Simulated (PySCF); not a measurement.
A side-by-side comparison of computed properties.

First species: C8H12.
Geometry (GFN2-xTB, Å), atoms numbered from 1 in this order:
```
atom  x, y, z in Å
C1     3.6644   -1.1221   -0.7191
C2     3.0000   -0.4127    0.1861
C3     1.6106   -0.1790    0.1171
C4     0.4254    0.0236    0.0638
C5    -1.0094    0.2597   -0.0150
C6    -1.2633    1.7703   -0.0942
C7    -1.6799   -0.3189    1.2373
C8    -1.5567   -0.4310   -1.2699
H9     4.7257   -1.2859   -0.6441
H10    3.1636   -1.5608   -1.5663
H11    3.5057    0.0285    1.0372
H12   -0.8665    2.2707    0.7867
H13   -2.3319    1.9667   -0.1556
H14   -0.7810    2.1916   -0.9737
H15   -2.7545   -0.1524    1.1957
H16   -1.4956   -1.3889    1.3080
H17   -1.2880    0.1564    2.1341
H18   -2.6299   -0.2705   -1.3497
H19   -1.0776   -0.0335   -2.1620
H20   -1.3663   -1.5013   -1.2279
```

Second species: C8H12.
Bonds: C1–C2 (double), C2–C3 (double), C3–C4 (double), C4–C5, C4–C6, C6–C7, C7–C8. Hydrogens: H9, H10 on C1; H11, H12, H13 on C5; H14, H15 on C6; H16, H17 on C7; H18, H19, H20 on C8.

Levels: PBE0/pcSseg-1 for dipole moment, HOMO energy, LUMO energy and HOMO–LUMO gap; GFN2-xTB for rotational constant A and rotational constant C. Geometries: GFN2-xTB. Each species is one conformer at its optimised geometry, gas phase, non-relativistic unless stated. Electronic properties by PySCF.

Dipoles, sizes and rotational constants follow the conformer. The torsions of the flexible species, by atom-mapped SMILES:
- `[CH2:1]=[C:2]=[C:3]=[C:4]([CH3:5])[CH2:6][CH2:7][CH3:8]`: C3–C4–C6–C7 8°, C4–C6–C7–C8 72°

Values for the first species:

| Quantity | Value |
| --- | --- |
| Dipole moment | 0.56 D |
| HOMO energy | -6.71 eV |
| LUMO energy | -0.59 eV |
| HOMO–LUMO gap | 6.12 eV |
| Rotational constant A | 4.121 GHz |
| Rotational constant C | 0.918 GHz |

Problem. Estimate the same properties for the second species, and the change in each.

Solution. 
```json
{"property": "dipole moment", "first": "0.56 D", "second": "1.07 D", "second less first": "+0.51 D"}
{"property": "HOMO energy", "first": "-6.71 eV", "second": "-6.45 eV", "second less first": "+0.26 eV"}
{"property": "LUMO energy", "first": "-0.59 eV", "second": "-1.15 eV", "second less first": "-0.56 eV"}
{"property": "HOMO–LUMO gap", "first": "6.12 eV", "second": "5.30 eV", "second less first": "-0.82 eV"}
{"property": "rotational constant A", "first": "4.121 GHz", "second": "2.202 GHz", "second less first": "-1.919 GHz"}
{"property": "rotational constant C", "first": "0.918 GHz", "second": "0.994 GHz", "second less first": "+0.076 GHz"}
```

On the first: In atomic units the dipole is 0.22 e·bohr (1 au = 2.5417 D).

On the second: The dipole matches unit charges of opposite sign 0.22 Å apart (1 e·Å = 4.8032 D).
